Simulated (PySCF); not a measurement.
Structure from 2D NMR

Compound of formula C₅H₈O₄Si. Correlations simulated from computed shifts and the bond graph:

HSQC (one-bond C–H):
```
  δH    δC
5.26  51.4
1.07   8.1
0.79   8.1
```

COSY cross peaks (H two or three bonds apart, from the bond graph; peaks can be absent where the dihedral angle is near 90°):
```
  δH    δH
5.26  1.07
5.26  0.79
1.07  0.79
```

HMBC (two and three bonds, from the bond graph):
```
  δH          δC
5.26  164.7, 8.1
4.93       164.3
1.07   51.4, 8.1
0.79   51.4, 8.1
```

Carbons without hydrogens: δ 164.7, 164.3.

Theoretical values (PySCF): shielding tensors at PBE0/pcSseg-1 (GIAO), GFN2-xTB structure. Relativity neglected, in vacuum, averaged over atoms made equivalent by symmetry, fast rotation or ring inversion, one conformer.

δ = σ(ref) − σ, references computed at the same level: TMS for $^{1}$H and $^{13}$C.

Exchangeable hydrogens are left out of these lists.

Q: Which molecule is this?

A: `InChI=1S/C5H8O4Si/c6-4(5(7)9-10)8-3-1-2-3/h3H,1-2H2,10H3`.

Mapped SMILES: `[O:1]=[C:2]([O:3][SiH3:4])[C:5](=[O:6])[O:7][CH:8]1[CH2:9][CH2:10]1`. Each H is labelled by its parent atom. Ha(C9), Ha(C10) are cis to O7 on the ring; Hb(C9), Hb(C10) are trans to O7 on the ring.

- δC 164.7 is C5, an ester carbonyl carbon.
- δC 164.3 is C2, a carbonyl carbon.
- δC 51.4 is C8, a three-membered-ring carbon (δH 5.26).
- δC 8.1 is C9/C10, a three-membered-ring carbon (δH 0.79, 1.07).
- HMBC from δH 5.26 reaches the proton-free carbon C5.
- HMBC from δH 4.93 reaches the proton-free carbon C2.
- COSY links 5.26–1.07, 5.26–0.79, 1.07–0.79.

This is the structure that produced the data.

Shifts are as computed. Against solution values, carbons near 30 ppm lie about +3 ppm off and those near 130 ppm about +5 ppm. Of 1211 compounds with measured shifts, 218 miss one by over three times the rms of a fit or turn the order of signals round; such compounds aren't used in these exercises.
